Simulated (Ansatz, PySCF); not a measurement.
H₂MoO₄, SMILES [O]=[Mo]([OH])(=[O])[OH], multiplicity 1. Atoms are numbered in the order given.

```xyz
7

Mo     0.0000     0.0000    -0.0363
O      0.0000     1.3519    -1.0663
O      0.0000    -1.3519    -1.0663
O      1.5245     0.0000     1.0626
H      2.4607     0.0000     0.7919
O     -1.5245     0.0000     1.0626
H     -2.4607     0.0000     0.7919
```

Geometry optimised at PBE-D3(BJ)/def2-SVP. The geometry has at least one imaginary mode, so it is a saddle point at that level. The multiplicity is an assumed one; no other spin state was optimised. The isomer is the one that the SMILES or the coordinates give; other isomers of the formula were not compared. The def2 effective core potentials stand for the cores of Mo; spin–orbit coupling is left out. One conformer was computed; it need not be the lowest.

Vertical ionisation energy (IE) and electron affinity (EA) in eV. Rows of orbital energies are one-electron estimates. Where ΔSCF, EOM or ADC give a negative EA the extra electron is unbound and the value depends on the basis.

```tsv
level	IE	EA
−ε(HOMO), −ε(LUMO), M06-2X/def2-TZVP (PySCF)	10.73	1.81
−ε(HOMO), −ε(LUMO), PBE/def2-TZVP (PySCF)	7.40	3.28
ΔSCF, PBE0/def2-SVPD (Ansatz), final states of multiplicity 2 and 2	11.13	0.73
ΔSCF, PBE/def2-SVPD (Ansatz), final states of multiplicity 2 and 2	10.93	0.30
```

Task: What vertical singlet–triplet gap does ΔSCF give with PBE0/def2-SVPD (Ansatz, a quantum-chemistry and plane-wave program) and with PBE/def2-SVPD (Ansatz)? (An estimate is asked for; the answer gives what the named calculation found.)

Result: 3.69 and 4.05 eV (triplet above singlet where positive).
